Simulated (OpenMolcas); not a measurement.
Cu2+ (d9) in a complex was computed by SS-CASPT2, IPEA 0.25 Eh, imaginary shift 0.1 Eh with the d shell active (OpenMolcas, ANO-RCC-VDZP on the metal). Its lowest spin-free states, and all those of the highest spin:

```tsv
2S+1	Degeneracy	E (cm-1)
2	1	0
2	2	1730
2	2	4000
```

**Question.** Is the site octahedral, tetrahedral or cube-like, axial, or of lower symmetry?

**Answer.** The states with 2S+1 = 2 have orbital degeneracies 1, 2, 2. There are pairs but no triples, so the site is axial: not cubic, but with a proper or improper axis of order three or more. The run had Cu2+ with 5 ligands (oxide) in trigonal bipyramidal coordination (D3h) at 2.03 Å, the axial distance 2.253 Å. A charge of +1.6 e stands 2.4 Å behind each ligand. Ligand basis ANO-RCC-VDZP.

Roots that are degenerate in the reference are averaged as groups; the widest CASPT2 spread within a group is 80 cm-1 (the 2-fold group of multiplicity 2 near 1730 cm-1 above the lowest state of its run). Shifts and gaps below about the spread of the groups concerned are not significant. Over all roots computed the reference weight is 0.68; a low but even weight reflects the number of correlated electrons. The oxide ions are held by bare point charges, a crude embedding. A single d shell leaves out the double-shell effect, which counts most for late 3d ions, where the CASPT2 field can be off either way by tens of per cent. Ligand-to-metal charge-transfer states are missing. With oxide or sulfide held by bare charges the field of late divalent 3d ions can come out several times too small, and g and χT far too large. Free-ion shares, where given, are those of the reference states; single-state CASPT2 does not remix them. No measured value stands beside these numbers; the geometry was imposed, not optimised, and the real ion may take another.
